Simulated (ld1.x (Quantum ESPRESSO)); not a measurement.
## In (Z = 49), PAW: configuration errors across variants

- Element: In
- Generator: ld1.x (Quantum ESPRESSO) 7.5
- Type: PAW
- Functional: PBE
- Relativity: fully relativistic
- Frozen core: [Kr]
- Valence charge: 13
- Reference configuration: 4d10 5s1.5 5p0 (charge +1.5)
- Partial waves: 5s (bound): rcut 1.75, rcutus 2.10 bohr; 5s channel at -1 Ry: rcut 1.75, rcutus 2.10 bohr; 5p (bound, empty): rcut 1.60, rcutus 2.15 bohr; 5p channel at -0.6 Ry: rcut 1.60, rcutus 2.15 bohr; 4d (bound): rcut 1.20, rcutus 1.30 bohr; 4d channel at -1.95 Ry: rcut 1.20, rcutus 1.30 bohr
- Local potential: all-electron potential smoothed inside 1.00 bohr (lloc = -1)
- Core correction: Bessel-smoothed model core inside 0.75 bohr
- Augmentation charge: PSQ, inside the norm-conserving radii

Open shells are filled in proportion to 2j + 1 (rel_dist='average').

All-electron excitation energies from the reference (eV): (1) 4d10 5s2 5p1 -13.898; (2) 4d10 5s2 5p0 -8.524; (3) 4d10 5s1 5p0 10.711; (4) 4d9 5s2 5p1 11.210; (5) 4d10 5s2 5p1.3 -14.432; (6) 4d10 5s0 5p3 -1.977; (7) 4d10 5s1 5p1 -1.945.

Tests that are not counted but printed errors over 1 eV. “all radii but the core radius scaled by about 0.93 (s 1.96, p 2.00, d 1.22 bohr, rcut 1.64/1.50/1.12); local potential all-electron potential smoothed inside 0.94 bohr (lloc = -1)”: 4d10 5s0 5p3 (solver errors, printed error -1321 eV); 4d10 5s1 5p1 (pseudo-atom not self-consistent, printed error +1.0 eV).

1 further variants failed, have other tests or too few solved ones, and are left out.

Errors AE − PS in meV (a dash: test not solved or not reliable):

| change | (1) | (2) | (3) | (4) | (5) | (6) | (7) | bound ghosts |
| --- | --- | --- | --- | --- | --- | --- | --- | --- |
| base | -0.5 | -0.4 | -0.5 | -89 | -0.6 | -0.7 | -0.1 | not determined |
| core correction Bessel-smoothed model core inside 0.56 bohr | -0.5 | -0.4 | -0.5 | -89 | -0.6 | -0.7 | -0.1 | not determined |
| augmentation BESSEL, radius 1.00 bohr | +0.6 | +0.8 | -0.7 | -87 | +0.5 | +1.3 | -0.1 | not determined |
| waves 5s (bound): rcut 1.75, rcutus 2.52 bohr; 5s channel at -1 Ry: rcut 1.75, rcutus 2.52 bohr | -0.5 | -0.3 | -0.6 | -59 | -0.5 | -0.7 | -0.2 | not determined |
| waves 5p (bound): rcut 1.60, rcutus 2.76 bohr; 5p channel at -0.6 Ry: rcut 1.60, rcutus 2.76 bohr | -0.5 | -0.4 | -0.5 | -87 | -0.6 | -0.5 | -0.1 | not determined |
| wave 5p channel at -0.6 Ry: rcut 1.60, rcutus 2.15 bohr becomes 5p channel at 4.87 Ry: rcut 1.60, rcutus 2.15 bohr | 0.0 | -0.4 | -0.5 | -86 | +0.1 | -0.5 | -0.1 | not determined |
| local potential all-electron potential smoothed inside 1.68 bohr (lloc = -1) | -0.6 | -0.3 | -0.6 | -95 | -0.7 | -1.0 | -0.3 | not determined |
| all radii but the core radius scaled by about 0.93 (s 1.96, p 2.00, d 1.22 bohr, rcut 1.64/1.50/1.12); local potential all-electron potential smoothed inside 0.94 bohr (lloc = -1) | – | -0.4 | -0.5 | -92 | -3705 | – | – | not determined |

Give the same row for: local potential all-electron potential smoothed inside 1.35 bohr (lloc = -1).

-0.4, -0.3, -0.6, -92, -0.4, -0.4, 0.0; bound ghosts: not determined.
